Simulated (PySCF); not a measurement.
# A survey of 29Si NMR shifts

- structure optimised with GFN2-xTB
- NMR shieldings at PBE0/pcSseg-1/GIAO
- run in PySCF
- averaged over atoms made equivalent by symmetry, fast rotation or ring inversion, non-relativistic Hamiltonian, gas phase, single conformer

Shieldings were converted by a linear fit to measured shifts: 29Si: δ = 279.94 − 0.822σ (rms 8.9 ppm, 72 shifts, 25.8 ppm with the 6 outliers that the fit left out vs TMS, solution or neat liquid). Occasional misses reach two or three times the rms, and more in compound classes unlike the fitted ones.

**Question.** Give the 29Si shifts of `CS[Si@@H](N)[SiH2]CC#N`, `FC(F)OC1=C[SiH2]C=C1`, `CC(C)[C@@H]1C=CC[Si@H]1C`, `CS[Si@@H](CC#N)[SiH2]N`, `C=C[Si@H](Cl)[SiH2]O`.

**Answer.** 
```tsv
compound	environment	δ (ppm)
[CH3:1][S:2][Si@@H:3]([NH2:4])[SiH2:5][CH2:6][C:7]#[N:8]	Si3: silicon bonded to N, S, Si, H	-20.7
[CH3:1][S:2][Si@@H:3]([NH2:4])[SiH2:5][CH2:6][C:7]#[N:8]	Si5: silicon bonded to C, Si, 2 H	-70.4
FC(F)OC1=C[SiH2]C=C1	silicon bonded to 2 C, 2 H, in a 5-membered ring	-41.1
CC(C)[C@@H]1C=CC[Si@H]1C	silicon bonded to 3 C, H, in a 5-membered ring	-7.8
[CH3:1][S:2][Si@@H:3]([CH2:4][C:5]#[N:6])[SiH2:7][NH2:8]	Si3: silicon bonded to C, S, Si, H	-25.2
[CH3:1][S:2][Si@@H:3]([CH2:4][C:5]#[N:6])[SiH2:7][NH2:8]	Si7: silicon bonded to N, Si, 2 H	-50.2
[CH2:1]=[CH:2][Si@H:3]([Cl:4])[SiH2:5][OH:6]	Si3: silicon bonded to C, Cl, Si, H	-25.5
[CH2:1]=[CH:2][Si@H:3]([Cl:4])[SiH2:5][OH:6]	Si5: silicon bonded to O, Si, 2 H	-28.4
```
